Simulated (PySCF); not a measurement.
C₅H₁₀O, SMILES C1[C@H](CCO1)C.

Geometry optimised at r2SCAN-D4/def2-SVP. One conformer was computed; it need not be the lowest.

All values below come from PySCF with PBE/def2-TZVP.

The molecule is in vacuum.

Computed frontier levels, gap, dipole moment and polarisability:
```yaml
highest_occupied_level: -5.46 eV
lowest_empty_level: 0.31 eV
orbital_gap: 5.76 eV
dipole_moment: 1.73 D
quadrupole, principal values (traceless, Buckingham form, about the centre of nuclear charge): -5.62, 1.73, 3.89 D·Å
mean_static_polarisability: 64.8 bohr³ (9.60 Å³)
polarisability_principal_values: 57.7, 63.4, 73.2 bohr³
```
